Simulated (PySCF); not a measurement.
**Multinuclear NMR of C₃H₆F₂O₂Si**

Mapped SMILES: `[O:1]=[C:2]([CH2:3][SiH2:4][OH:5])[CH:6]([F:7])[F:8]`. Hydrogens are named by the atom that carries them.

How the numbers were obtained: geometry: GFN2-xTB, shielding tensors at PBE0/pcSseg-1 (GIAO), in PySCF 2.14.0 with density-fitted response routines (relativity neglected, a single conformation, averaged over atoms made equivalent by symmetry, fast rotation or ring inversion, in vacuum).

**Question.** Where does 19F resonate?

**Answer.** 
| atoms | environment | σ (ppm) | δ (ppm) |
| --- | --- | --- | --- |
| F7/F8 | fluorine of a CF2 group | 308.2 | -117.5 |

Shieldings were converted by a linear fit to measured shifts: 19F (scatter 6.0 ppm rms, 7.0 ppm with the 5 outliers that the fit left out vs CFCl3, solution or neat liquid, with a term for F on sp3 carbon). Occasional misses reach two or three times the rms, and more in compound classes unlike the fitted ones.

On a 500 MHz spectrometer 19F resonates near 470.5 MHz, so 1 ppm is 470.5 Hz.

**Question.** Predict the 29Si NMR data.

**Answer.** 
```csv
atoms,environment,σ (ppm),δ (ppm)
Si4,"silicon bonded to C, O, 2 H",377.5,-30.3
```

Shieldings were converted by a linear fit to measured shifts: 29Si: δ = 279.94 − 0.822σ (rms 8.9 ppm, 72 shifts, 25.8 ppm with the 6 outliers that the fit left out vs TMS, solution or neat liquid). A few per cent of atoms miss by over 2 rms, more outside the fitted compound classes.

On a 600 MHz spectrometer 29Si resonates near 119.2 MHz, so 1 ppm is 119.2 Hz.

**Question.** What are the 17O shifts?

**Answer.** 
```
atoms             environment  σ (ppm)  δ (ppm)
   O1           ketone oxygen   -297.1    537.4
   O5  oxygen bonded to Si, H    325.8    -30.0
```

Shieldings were converted by a linear fit to measured shifts: 17O: δ = 266.70 − 0.911σ (rms 10.7 ppm, 155 shifts, 12.2 ppm with the 3 outliers that the fit left out vs liquid water, solution or neat liquid). Occasional misses reach two or three times the rms, and more in compound classes unlike the fitted ones.

On a 500 MHz spectrometer 17O resonates near 67.8 MHz, so 1 ppm is 67.8 Hz.
